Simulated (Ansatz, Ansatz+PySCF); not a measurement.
```xyz
7

C     0.0000    0.0290   -0.6397
N     0.0000    0.0648    0.6909
H     0.0000   -0.8994   -1.0671
H    -0.8114    0.5206   -0.9966
H     0.8114    0.5206   -0.9966
H    -0.7477   -0.3847    1.0310
H     0.7477   -0.3847    1.0310
```

Basis set: def2-SVP (spherical functions). Left uncorrelated: 2 orbitals. Charge 0, multiplicity 1.

Computed with Ansatz (development build ahead of 0.2.0); each method stands on the lowest determinant of its kind that the runs found. Restricted open shells among the atoms or ions are ROHF, correlated in semicanonical orbitals with singles.

Q: Give the atomization energy at this shape (free ground-state atoms in the same class of orbitals less the molecule, no zero-point energy) of singlet CH₅N by RHF-CCSD(T), RHF-MP2, UHF-MP2, RHF, UHF.

A:

```json
{"method": "RHF-CCSD(T)", "atomization energy": "2179.6 kJ/mol"}
{"method": "RHF-MP2", "atomization energy": "2180.4 kJ/mol"}
{"method": "UHF-MP2", "atomization energy": "2178.3 kJ/mol"}
{"method": "RHF", "atomization energy": "1676.3 kJ/mol"}
{"method": "UHF", "atomization energy": "1656.2 kJ/mol"}
```

Caution: the shape is not the minimum.
